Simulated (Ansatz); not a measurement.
Relaxation of a periodic cell of 17 atoms, Si (host Si, host structure diamond, interstitial Si), to a largest force component of 0.03 eV/Å in at most 60 steps.

Computed with Ansatz 0.2.0, DFT LDA, scalar-relativistic, plane waves, PAW. Settings: PAW set soft_1, cutoff 420 eV, k mesh 2x2x2, fermi-dirac smearing 0.02 eV, no spin polarisation.

```xyz
17
Lattice="0.0000 5.4300 5.4300 5.4300 0.0000 5.4300 5.4300 5.4300 0.0000" Properties=species:S:1:pos:R:3
Si 0.000 0.000 0.000
Si 1.357 1.357 1.357
Si 2.715 2.715 0.000
Si 4.072 4.072 1.357
Si 2.715 0.000 2.715
Si 4.072 1.357 4.072
Si 5.430 2.715 2.715
Si 6.787 4.072 4.072
Si 0.000 2.715 2.715
Si 1.357 4.072 4.072
Si 2.715 5.430 2.715
Si 4.072 6.787 4.072
Si 2.715 2.715 5.430
Si 4.072 4.072 6.787
Si 5.430 5.430 5.430
Si 6.787 6.787 6.787
Si 8.198 5.405 5.442
```

Q: Where does it end, and by what steps?

A: It converged. The force dipped under the threshold on the way, but the program's further checks kept it going. Limits of this set-up: PAW files made for another functional. After 3 steps the energy has fallen by 0.119 eV; Si17 moved furthest, 0.06 Å.

```tsv
step	energy less start (eV)	largest force component (eV/Å)	accepted
0	0.0000	0.658	yes
1	-0.1021	0.251	yes
2	-0.1192	0.018	yes
3	-0.1192	0.018	yes
```

```xyz
17
Lattice="0.0000 5.4300 5.4300 5.4300 0.0000 5.4300 5.4300 5.4300 0.0000" Properties=species:S:1:pos:R:3
Si 0.040 -0.001 0.001
Si 1.357 1.362 1.366
Si 2.717 2.680 0.001
Si 4.097 4.051 1.378
Si 2.717 -0.001 2.684
Si 4.098 1.377 4.053
Si 5.432 2.714 2.715
Si 6.768 4.050 4.053
Si 0.002 2.714 2.716
Si 1.357 4.064 4.068
Si 2.717 5.429 2.749
Si 4.081 6.790 4.069
Si 2.718 2.746 5.431
Si 4.080 4.067 6.793
Si 5.399 5.429 5.431
Si 6.769 6.806 6.808
Si 8.149 5.428 5.431
```

The run took 16 s on 1 thread of Arm Neoverse V2, on a shared host, peak memory 0.45 GiB.
